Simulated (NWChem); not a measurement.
Species: CH5NSi, singlet; SMILES C[Si]N

```xyz
8

Si    -0.5727    -0.1256     0.5236
C      0.4564     1.4520     0.1050
H     -0.1404     2.1230    -0.5292
H      1.4146     1.2696    -0.3991
H      0.6581     2.0149     1.0275
N      0.5070    -1.3176    -0.1057
H      1.4039    -1.1444    -0.5510
H      0.2919    -2.3074    -0.0621
```
Atoms are numbered in this order, from 1.

Program: NWChem. Pople sets run with spherical d functions. Low-valent species are run as closed-shell singlets; no triplet was tried in these runs. The geometry was optimised at B3LYP/6-31G* (spherical d). Static field.

Problem. Order these runs by computing time, cheapest first, and give rough ratios: PBE/def2-SVPD; PBE/def2-SVP; PBE/aug-cc-pVDZ.

Solution. PBE/def2-SVP (1), PBE/def2-SVPD (3), PBE/aug-cc-pVDZ (9). Ratios are rough, from one shared machine; the cheapest took about 22 core-seconds (a rough figure). What differs between the cheapest and the dearest: isotropic polarisability (bohr³) 47.0 → 61.3; anisotropy (bohr³) 17.5 → 17.7.
